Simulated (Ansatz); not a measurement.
## Molecular dynamics of AlFH4O2Si

Input:

```yaml
crystal:
  periodic: [false, false, false]
  atoms:
    - { symbol: Al, position_ang: [-0.065039, -0.132021, -0.168137] }
    - { symbol: O, position_ang: [-0.764098, -0.292241, 1.33486] }
    - { symbol: Si, position_ang: [-1.421256, -0.458349, 2.823521] }
    - { symbol: H, position_ang: [-2.582866, -1.37457, 2.766537] }
    - { symbol: H, position_ang: [-0.424422, -1.013192, 3.766743] }
    - { symbol: H, position_ang: [-1.87282, 0.858345, 3.3281] }
    - { symbol: O, position_ang: [1.552515, -0.462805, -0.417531] }
    - { symbol: H, position_ang: [2.088357, -0.421924, -1.18904] }
    - { symbol: F, position_ang: [-0.993971, 0.364157, -1.431954] }
basis:
  gaussian: { orbitals: def2-SVP }
hamiltonian:
  xc: hf
md:
  timestep: 2.0
  n_steps: 40
  ensemble: nvt_nose_hoover
  temperature: 3000.0
  initial_velocities: maxwell_boltzmann
  seed: 132564
  nose_hoover: { tau: 50.0, chain_length: 1 }
```

Launched with:

```bash
$ ansatz run input.yaml --threads 1 --pin off --max-ram 2048MiB --backend cpu --events-out ev --progress --plain --runs-dir out
```

It starts from a relaxed structure.

Output, in part (step lines, the closing report, with atoms numbered from 0):

```
md step     0: t =     0.00 fs  T =  3000.0 K  F+E_penalty+E_count = -21285.19936036 eV  E_kin = 2.714460 eV  conserved = -21282.48490038 eV  (34 SCF iters)
md step     1: t =     2.00 fs  T =  2724.6 K  F+E_penalty+E_count = -21284.91834009 eV  E_kin = 2.465309 eV  conserved = -21282.45312114 eV  (31 SCF iters)
md step     2: t =     4.00 fs  T =  2266.7 K  F+E_penalty+E_count = -21284.48889292 eV  E_kin = 2.050960 eV  conserved = -21282.43879640 eV  (31 SCF iters)
md step     3: t =     6.00 fs  T =  1873.1 K  F+E_penalty+E_count = -21284.14072950 eV  E_kin = 1.694787 eV  conserved = -21282.44887515 eV  (31 SCF iters)
md step     4: t =     8.00 fs  T =  1481.7 K  F+E_penalty+E_count = -21283.76153640 eV  E_kin = 1.340710 eV  conserved = -21282.42723324 eV  (32 SCF iters)
md step     5: t =    10.00 fs  T =  1296.9 K  F+E_penalty+E_count = -21283.58934901 eV  E_kin = 1.173464 eV  conserved = -21282.42718615 eV  (33 SCF iters)
md step     6: t =    12.00 fs  T =  1374.1 K  F+E_penalty+E_count = -21283.66254719 eV  E_kin = 1.243299 eV  conserved = -21282.43745494 eV  (32 SCF iters)
md step     7: t =    14.00 fs  T =  1543.5 K  F+E_penalty+E_count = -21283.82023001 eV  E_kin = 1.396596 eV  conserved = -21282.45167149 eV  (32 SCF iters)
md step     8: t =    16.00 fs  T =  1537.9 K  F+E_penalty+E_count = -21283.81359735 eV  E_kin = 1.391530 eV  conserved = -21282.46265351 eV  (34 SCF iters)
md step     9: t =    18.00 fs  T =  1332.2 K  F+E_penalty+E_count = -21283.58507719 eV  E_kin = 1.205403 eV  conserved = -21282.43397058 eV  (34 SCF iters)
md step    10: t =    20.00 fs  T =  1166.8 K  F+E_penalty+E_count = -21283.43985935 eV  E_kin = 1.055752 eV  conserved = -21282.45234651 eV  (34 SCF iters)
md step    11: t =    22.00 fs  T =   952.7 K  F+E_penalty+E_count = -21283.21975647 eV  E_kin = 0.861996 eV  conserved = -21282.43968705 eV  (34 SCF iters)
md step    12: t =    24.00 fs  T =   785.2 K  F+E_penalty+E_count = -21283.04722195 eV  E_kin = 0.710484 eV  conserved = -21282.43159747 eV  (34 SCF iters)
md step    13: t =    26.00 fs  T =   804.3 K  F+E_penalty+E_count = -21283.05265258 eV  E_kin = 0.727737 eV  conserved = -21282.43332340 eV  (34 SCF iters)
md step    14: t =    28.00 fs  T =  1016.9 K  F+E_penalty+E_count = -21283.23138590 eV  E_kin = 0.920124 eV  conserved = -21282.43713920 eV  (34 SCF iters)
md step    15: t =    30.00 fs  T =  1283.3 K  F+E_penalty+E_count = -21283.46712928 eV  E_kin = 1.161123 eV  conserved = -21282.45613161 eV  (34 SCF iters)
md step    16: t =    32.00 fs  T =  1446.5 K  F+E_penalty+E_count = -21283.56710288 eV  E_kin = 1.308851 eV  conserved = -21282.43940285 eV  (34 SCF iters)
md step    17: t =    34.00 fs  T =  1566.3 K  F+E_penalty+E_count = -21283.65206243 eV  E_kin = 1.417212 eV  conserved = -21282.45250123 eV  (34 SCF iters)
md step    18: t =    36.00 fs  T =  1571.9 K  F+E_penalty+E_count = -21283.60309334 eV  E_kin = 1.422250 eV  conserved = -21282.43869202 eV  (33 SCF iters)
md step    19: t =    38.00 fs  T =  1587.7 K  F+E_penalty+E_count = -21283.56924405 eV  E_kin = 1.436548 eV  conserved = -21282.43319398 eV  (32 SCF iters)
md step    20: t =    40.00 fs  T =  1699.1 K  F+E_penalty+E_count = -21283.62680622 eV  E_kin = 1.537338 eV  conserved = -21282.43655767 eV  (55 SCF iters)
md step    21: t =    42.00 fs  T =  1929.4 K  F+E_penalty+E_count = -21283.76668712 eV  E_kin = 1.745743 eV  conserved = -21282.42172251 eV  (31 SCF iters)
md step    22: t =    44.00 fs  T =  2389.7 K  F+E_penalty+E_count = -21284.13470935 eV  E_kin = 2.162205 eV  conserved = -21282.43934709 eV  (31 SCF iters)
md step    23: t =    46.00 fs  T =  2868.0 K  F+E_penalty+E_count = -21284.50463066 eV  E_kin = 2.594990 eV  conserved = -21282.45842854 eV  (31 SCF iters)
md step    24: t =    48.00 fs  T =  3010.4 K  F+E_penalty+E_count = -21284.54174476 eV  E_kin = 2.723830 eV  conserved = -21282.45885198 eV  (32 SCF iters)
md step    25: t =    50.00 fs  T =  2785.3 K  F+E_penalty+E_count = -21284.22353121 eV  E_kin = 2.520221 eV  conserved = -21282.43524548 eV  (31 SCF iters)
md step    26: t =    52.00 fs  T =  2495.4 K  F+E_penalty+E_count = -21283.86742767 eV  E_kin = 2.257844 eV  conserved = -21282.42499565 eV  (31 SCF iters)
md step    27: t =    54.00 fs  T =  2307.7 K  F+E_penalty+E_count = -21283.62326230 eV  E_kin = 2.088060 eV  conserved = -21282.42766413 eV  (32 SCF iters)
md step    28: t =    56.00 fs  T =  2238.4 K  F+E_penalty+E_count = -21283.47457542 eV  E_kin = 2.025330 eV  conserved = -21282.41611188 eV  (32 SCF iters)
md step    29: t =    58.00 fs  T =  2340.4 K  F+E_penalty+E_count = -21283.50036871 eV  E_kin = 2.117616 eV  conserved = -21282.42618188 eV  (33 SCF iters)
md step    30: t =    60.00 fs  T =  2654.4 K  F+E_penalty+E_count = -21283.69762929 eV  E_kin = 2.401745 eV  conserved = -21282.42433966 eV  (34 SCF iters)
md step    31: t =    62.00 fs  T =  2973.7 K  F+E_penalty+E_count = -21283.92685647 eV  E_kin = 2.690624 eV  conserved = -21282.46142750 eV  (34 SCF iters)
md step    32: t =    64.00 fs  T =  2883.1 K  F+E_penalty+E_count = -21283.71658180 eV  E_kin = 2.608686 eV  conserved = -21282.43404476 eV  (34 SCF iters)
md step    33: t =    66.00 fs  T =  2639.0 K  F+E_penalty+E_count = -21283.39420062 eV  E_kin = 2.387783 eV  conserved = -21282.42812942 eV  (34 SCF iters)
md step    34: t =    68.00 fs  T =  2346.5 K  F+E_penalty+E_count = -21283.05308222 eV  E_kin = 2.123200 eV  conserved = -21282.43875123 eV  (34 SCF iters)
md step    35: t =    70.00 fs  T =  1903.8 K  F+E_penalty+E_count = -21282.55568963 eV  E_kin = 1.722626 eV  conserved = -21282.41761477 eV  (34 SCF iters)
md step    36: t =    72.00 fs  T =  1495.7 K  F+E_penalty+E_count = -21282.12917567 eV  E_kin = 1.353304 eV  conserved = -21282.42272662 eV  (34 SCF iters)
md step    37: t =    74.00 fs  T =  1294.4 K  F+E_penalty+E_count = -21281.84770814 eV  E_kin = 1.171231 eV  conserved = -21282.37644596 eV  (34 SCF iters)
md step    38: t =    76.00 fs  T =  1738.5 K  F+E_penalty+E_count = -21282.23837080 eV  E_kin = 1.573069 eV  conserved = -21282.42537041 eV  (33 SCF iters)
md step    39: t =    78.00 fs  T =  2386.9 K  F+E_penalty+E_count = -21282.75591569 eV  E_kin = 2.159717 eV  conserved = -21282.44043188 eV  (32 SCF iters)
md step    40: t =    80.00 fs  T =  2805.4 K  F+E_penalty+E_count = -21283.00654848 eV  E_kin = 2.538412 eV  conserved = -21282.41993692 eV  (58 SCF iters)
Total energy: -21283.00654848 eV, -782.1360645165 hartree
Atom 0 at    -0.120009    -0.294514    -0.250607 Å, force     1.403326     1.495073     4.004755 eV/Å
Atom 1 at    -0.335650     0.068367     1.450120 Å, force    -0.962958     0.313380    -1.980843 eV/Å
Atom 2 at    -1.402428    -0.451091     2.517657 Å, force    -1.973737    -1.896303     1.745189 eV/Å
Atom 3 at    -1.535892    -1.986522     2.102467 Å, force     0.097487     1.187605     0.853304 eV/Å
Atom 4 at    -0.756080    -0.169021     3.910200 Å, force    -0.999595    -0.418367    -1.099097 eV/Å
Atom 5 at    -3.054019    -0.104484     2.538100 Å, force     2.679518     0.127669    -0.173975 eV/Å
Atom 6 at     1.560188    -0.592549    -0.145076 Å, force    -0.252203     0.343311    -3.886135 eV/Å
Atom 7 at     1.936206    -0.338908    -1.015120 Å, force     0.198998    -0.739860     1.677039 eV/Å
Atom 8 at    -1.278212     0.424144    -1.128872 Å, force    -0.190836    -0.412508    -1.140237 eV/Å
Dipole moment:     0.132593    -0.232932    -0.754268 e Å
```

The run went to its last step. The conserved energy wandered by up to 12.1 meV per atom (net 7.2 meV per atom), which is poor conservation. The mean temperature of the second half is 22 % below the set value. A step of 2 fs is long for free X–H stretches (periods near 10 fs) and can bias their spread and the temperature. A run of 0.08 ps of so small a system gives no equilibrium averages.

The same pairs are bonded in the first frame and the last. Pairs count as bonded within 1.25 times the sum of covalent radii (0.12 Å more for H–H).

Last frame:

```xyz
9
Properties=species:S:1:pos:R:3
Al -0.120 -0.294 -0.251
O -0.336 0.068 1.450
Si -1.402 -0.451 2.518
H -1.536 -1.986 2.103
H -0.756 -0.169 3.910
H -3.054 -0.104 2.538
O 1.560 -0.593 -0.145
H 1.936 -0.339 -1.015
F -1.278 0.424 -1.129
```

The run took 61 s on 1 thread of Arm Neoverse V2 (shared host), peak memory 0.17 GiB.
